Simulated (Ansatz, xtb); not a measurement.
## C4H4F2O: which of two isomers lies lower

Structure X is `CC(=O)C=C(F)F`, a singlet and structure Y is `FC1(F)CC=CO1`, a singlet. Both are isolated molecules in the gas phase, relaxed with PBE0-D3(BJ)/def2-SVP; the shapes shown needn't be the lowest conformers.

X (Å):

```yaml
atoms:
  - { symbol: C, position_ang: [-0.4810, -1.5120, 0.8948] }
  - { symbol: C, position_ang: [-1.8152, -0.9363, 0.4903] }
  - { symbol: C, position_ang: [-1.8967, 0.4652, 0.0228] }
  - { symbol: C, position_ang: [-0.8973, 1.3404, -0.1048] }
  - { symbol: F, position_ang: [0.3608, 1.1148, 0.1673] }
  - { symbol: F, position_ang: [-1.0501, 2.5642, -0.5274] }
  - { symbol: O, position_ang: [-2.8309, -1.5954, 0.5375] }
  - { symbol: H, position_ang: [0.2314, -1.4814, 0.0565] }
  - { symbol: H, position_ang: [-0.0335, -0.9323, 1.7162] }
  - { symbol: H, position_ang: [-0.6351, -2.5497, 1.2130] }
  - { symbol: H, position_ang: [-2.8922, 0.8175, -0.2499] }
```

Y (Å):

```xyz
11

C    -2.1502   -0.5242    0.1813
C    -0.8299   -1.1033    0.6990
C     0.0863    0.0763    0.5945
C    -0.6206    1.0971    0.1086
F    -3.1327   -0.5773    1.0934
F    -2.6063   -1.1643   -0.9059
O    -1.9302    0.8042   -0.1507
H    -0.9665   -1.4700    1.7279
H    -0.5298   -1.9559    0.0706
H     1.1394    0.0965    0.8662
H    -0.3329    2.1229   -0.1166
```

Quicker runs give these differences E(Y) − E(X): GFN2-xTB −0.975 eV; HF/STO-3G −1.354 eV (at GFN2-xTB geometries); r2SCAN-D4/def2-SVP −0.332 eV (at GFN2-xTB geometries).

**Question.** Estimate E(Y) − E(X) at the level CCSD(T)/def2-SVP + ΔMP2/def2-TZVPP.

**Answer.** Calculated at CCSD(T)/def2-SVP + ΔMP2/def2-TZVPP: E(Y) − E(X) = −0.426 eV, so structure Y lies lower.

How the difference moves with the method:

```csv
level,geometry,E(Y) − E(X) (eV),departure from the last row (eV),"job, with rough time for the two"
GFN2-xTB,GFN2-xTB,−0.975,−0.550,"optimisation, 0.11 s"
HF/STO-3G,GFN2-xTB,−1.354,−0.928,"single point, 0.44 s"
r2SCAN-D4/def2-SVP,GFN2-xTB,−0.332,+0.094,"single point, 5 s"
PBE0-D3(BJ)/def2-SVP,PBE0-D3(BJ)/def2-SVP,−0.454,−0.028,"optimisation, 39 s"
HF/def2-SVP,PBE0-D3(BJ)/def2-SVP,−0.427,−0.002,part of the CCSD(T) run
MP2/def2-SVP,PBE0-D3(BJ)/def2-SVP,−0.342,+0.083,part of the CCSD(T) run
CCSD(T)/def2-SVP,PBE0-D3(BJ)/def2-SVP,−0.355,+0.070,single point
CCSD(T)/def2-SVP + ΔMP2/def2-TZVPP,PBE0-D3(BJ)/def2-SVP,−0.426,,"single point, 78 s"
```

As drawn, Y has 2 C–O in place of 1 C=O. Structure X has no ring, Y a 5-membered ring.

None of the levels shown reverses the order. The largest departure from CCSD(T)/def2-SVP + ΔMP2/def2-TZVPP is that of HF/STO-3G, 0.928 eV. The last row adds to CCSD(T) the change of the MP2 difference between the two basis sets, here −0.070 eV.

With thermal terms from frequencies at re-optimised GFN2-xTB minima (ideal gas, soft modes damped towards free rotors, one conformer each, 298.15 K, 1 atm): on the last row, ΔE + ΔZPE = −0.378, ΔH = −0.418, ΔG = −0.321 eV.

The correlated steps freeze 7 core orbitals. Codes used: Ansatz 0.2.0, xtb 6.7.1; the last row on 2 threads of Arm Neoverse V1 on a shared host.
